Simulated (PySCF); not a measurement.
Input file for PySCF: R-M06-2X/def2-TZVPP on FGeHS (SMILES [F][Ge][SH]), a point of a torsion scan.

```python
from pyscf import gto, dft

mol = gto.M(
    atom='''
    F     1.67393646   -0.63343313    0.17243845
    Ge    0.92922549    0.94382926   -0.30664269
    S    -1.16343929    0.43550440    0.34410955
    H    -1.65468650    1.61575631   -0.02842932
    ''',
    basis='def2-tzvpp',
    charge=0, spin=0, verbose=4, max_memory=1800)
mf = dft.RKS(mol, xc='m062x').density_fit(auxbasis='def2-universal-jkfit')
mf.grids.level = 4
mf.conv_tol = 1e-9
mf.max_cycle = 150
mf.kernel()
mf.dip_moment()
```

Task: Predict the final total energy.

Result: -2575.7156 hartree.
